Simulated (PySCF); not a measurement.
**Radial density of Ho³⁺ (holmium, charge +3)**

r2SCAN, [Xe] 4f10, one real determinant. All numbers are calculated (PySCF 2.14, the spin-free X2C one-electron Hamiltonian (Gaussian nucleus), in x2c-TZVPPall (11s7p7d4f2g, 113 functions)).

```csv
r (bohr),4πr²ρ (e/bohr),4πr²(ρα − ρβ)
0.0249,79.41,0.0036
0.0419,97.48,0.0064
0.0706,118.2,0.0031
0.119,90.29,0.0864
0.200,103.3,0.8916
0.336,47.64,3.6647
0.565,52.85,5.3448
0.950,17.66,2.6907
1.60,6.824,0.4490
2.69,0.4695,-0.0061
4.52,0.0007282,0.0001
7.60,2.407e-05,0.0000
```

Densities and radii are taken from the X2C orbitals without a picture-change correction, which distorts them close to the nucleus.

⟨L²⟩ = 34.01 against 42 for a pure I term, so this real determinant mixes terms. Spin-orbit coupling, absent here, splits the open shell strongly.

Question: Where is the radial spin density 4πr²(ρα − ρβ) most negative, and why is it negative at all?

Answer: Around r = 2.69 bohr, down to -0.0061 e/bohr: exchange with the open shell polarises the paired shells in an unrestricted calculation.
